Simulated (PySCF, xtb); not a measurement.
H₈NSi₃, SMILES [SiH3]N([SiH2])[SiH3], multiplicity 2.

Harmonic wavenumbers (cm⁻¹) from GFN2-xTB (xtb 6.7.1) at its own minimum, in rising order: 34, 50, 58, 198, 203, 225, 506, 539, 552, 577, 589, 599, 613, 733, 756, 779, 780, 795, 802, 832, 955, 985, 2205, 2215, 2228, 2246, 2259, 2266, 2274, 2283.

Task: What does PBE-D3(BJ)/def2-SVP (PySCF 2.14.0) give at its own minimum? (The exact figures need the calculation; the answer reports its results.)

Result: 56, 65, 123, 167, 169, 184, 471, 622, 655, 658, 665, 690, 709, 865, 894, 896, 902, 917, 923, 942, 960, 970, 2070, 2107, 2155, 2159, 2164, 2165, 2169, 2178. Paired by order, the mean absolute difference is 82 cm⁻¹ and the zero-point energies are 43.1 and 43.8 kcal/mol.
